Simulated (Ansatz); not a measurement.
Reaction (redistribution): `[NH2][InH2]` + `O[SiH2]O[SiH2][SiH3]` → `[NH2][InH][OH]` + `[SiH3]O[SiH2][SiH3]`

Isolated molecules relaxed with PBE0-D4/def2-TZVP in Ansatz; ΔE leaves out vibrations. CCSD(T)/CBS adds triple-zeta CCSD(T) − MP2 to the extrapolated MP2 energy (def2 sets, frozen cores). Functionals use def2-TZVPP. def2 core potentials past Kr. For In outer-core shells are correlated without core-valence functions, which leaves a few kJ/mol of doubt a bond. Each species was taken in one conformer, which may not be the lowest.

```csv
species,ωB97M-V energy (Eh)
`[NH2][InH2]`,-247.21438
`O[SiH2]O[SiH2][SiH3]`,-1023.83987
`[NH2][InH][OH]`,-322.48899
`[SiH3]O[SiH2][SiH3]`,-948.53186
```

Task: Work out ΔE.

Result: ΔE = (-322.48899) + (-948.53186) − (-247.21438) − (-1023.83987) = 0.03340 Eh = +0.91 eV. CCSD(T)/CBS gives +0.79 eV.

Largest T1 diagnostic among the species: 0.016.

In def2-TZVPP, CCSD(T) changes the Hartree–Fock value by −0.10 eV (the triples alone add −0.02 eV) and MP2 by −0.13 eV. From PBE to PBE0 (25 % exact exchange), in def2-TZVPP and without D4, ΔE moves by +0.08 eV.
